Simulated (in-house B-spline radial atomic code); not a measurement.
**OLYP excitations of Al II (Al+)**

Method: OLYP. Computed with an all-electron radial atomic-structure program (B-spline basis): linear response of the closed shell [Ne] 3s2 with the functional's adiabatic kernel; non-relativistic, point nucleus, no spin-orbit coupling, no double excitations, S, P, D and F terms only.

Command:
```bash
python run_td.py task.json out
```
Settings (radii: box in bohr, nucleus in fm):
```
Z                        13
electrons                12
configuration            [Ne] 3s2
hamiltonian              nr
method                   optx,lyp
box_radius               41.61
intervals                54
```

Cost of the run: 0.4 s on 1 thread of Arm Neoverse N1, on a shared host.

The lowest states, in the order of their Tamm-Dancoff energies; the method's threshold (minus the highest occupied level) is 14.558 eV. Labels give the largest channel, * marks a mixed state, and oscillator strengths are full-response dipole values. Measured ¹D terms are left out, since they can mix with doubly excited terms. Semilocal kernels can invert the small singlet-triplet splittings of Rydberg terms. Energies in eV:

```json
{"state": "3s → 3p 3P", "full response": "3.823", "Tamm-Dancoff": "4.175", "oscillator strength": "-", "measured (J-weighted term)": "4.651"}
{"state": "3s → 3p 1P", "full response": "7.162", "Tamm-Dancoff": "7.463", "oscillator strength": "1.74", "measured (J-weighted term)": "7.421"}
{"state": "3s → 4s 3S", "full response": "10.375", "Tamm-Dancoff": "10.393", "oscillator strength": "-", "measured (J-weighted term)": "11.317"}
{"state": "3s → 3d 3D", "full response": "10.500", "Tamm-Dancoff": "10.600", "oscillator strength": "-", "measured (J-weighted term)": "11.847"}
{"state": "3s → 4s 1S", "full response": "10.767", "Tamm-Dancoff": "10.795", "oscillator strength": "-", "measured (J-weighted term)": "11.822"}
{"state": "3s → 3d 1D", "full response": "11.117", "Tamm-Dancoff": "11.133", "oscillator strength": "-", "measured (J-weighted term)": "-"}
{"state": "3s → 4p 3P", "full response": "?", "Tamm-Dancoff": "?", "oscillator strength": "-", "measured (J-weighted term)": "?"}
{"state": "3s → 4p 1P", "full response": "11.871", "Tamm-Dancoff": "11.906", "oscillator strength": "0.00545", "measured (J-weighted term)": "13.257"}
{"state": "3s → 5s 3S", "full response": "13.012", "Tamm-Dancoff": "13.016", "oscillator strength": "-", "measured (J-weighted term)": "14.890"}
{"state": "3s → 5s 1S", "full response": "?", "Tamm-Dancoff": "?", "oscillator strength": "-", "measured (J-weighted term)": "?"}
```

Q: Where does 3s → 5s 1S lie?

A: At 13.097 eV in full response, 13.103 eV in Tamm-Dancoff; measured 15.048 eV.

Q: Where does 3s → 4p 3P lie?

A: At 11.652 eV in full response, 11.672 eV in Tamm-Dancoff; measured 13.075 eV.

Q: How large is the singlet-triplet splitting of 3s → 3p (P terms) in Tamm-Dancoff?

A: 3.29 eV, from the unrounded values.

Q: What polarisabilities and dispersion coefficient does the method give?

A: Dipole 25.63 bohr³, quadrupole 141.6 bohr⁵, C6 133.3 hartree·bohr⁶ for two such species.
